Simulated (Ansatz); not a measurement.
# Reading a saddle point

A first-order saddle point of GeH$_{3}$SF, singlet, PBE0-D4/def2-TZVP, with one imaginary mode of 438i cm⁻¹:

Ge1  (-0.606, 0.057, 0.208)
F2  (1.414, -0.225, 0.334)
S3  (-0.192, 0.231, -1.836)
H4  (1.240, -0.085, -0.712)
H5  (-0.762, 1.266, 1.143)
H6  (-1.095, -1.243, 0.863)
(Å)

Computed with Ansatz 0.2.0 (basis: def2-TZVPP and def2-QZVPP); correlated methods freeze the cores. Filled d shells of the heavier atoms are correlated. The def2 sets are not built for correlating such inner shells, so the correlated values are less sure here. Extrapolation: Hartree–Fock as exp(−7.88 √X), correlation as X^−2.97.

Question: Which contacts change along the imaginary mode, and what lies on either side? (Judge from chemistry; the calculation decides.)

Answer: The calculation gives: The step is GeH₃SF ([F][GeH2][SH]) → GeH₂S ([S][GeH2]) + HF, with the molecules in contact on both sides. Shortening one way: F2–H4; lengthening the same way: Ge1–F2, S3–H4.
```
  pair  one side (Å)  saddle (Å)  other side (Å)
 F2–H4          3.43        1.07            0.95
Ge1–F2          1.74        2.04            2.35
 S3–H4          1.34        1.85            2.33
```

Question: Which side is lower, and how far does the saddle lie above each? (Judge from chemistry; the value comes from the calculation.)

Answer: The calculation gives: The side with Ge1–F2, S3–H4 short is lower by 1.567 eV; the saddle lies 1.703 eV above it and 0.136 eV above the other (CCSD(T) at an estimated basis limit (MP2 extrapolated from triple and quadruple zeta, plus CCSD(T) − MP2 in triple zeta); electronic energies).

T1 diagnostic: at most 0.016.

Labels in which every atom is bracketed show which atoms are joined, not bond orders.

For scale, one of the runs: CCSD(T)/def2-TZVPP, 163 basis functions, launched by `ansatz run in.yaml --threads 2 --pin off --events-out ev --progress --plain --max-ram 4352MiB`. Time: 43 s of wall clock on 2 CPU threads of an Arm Neoverse V2; the host was shared. Peak host memory: 1.2 GiB.
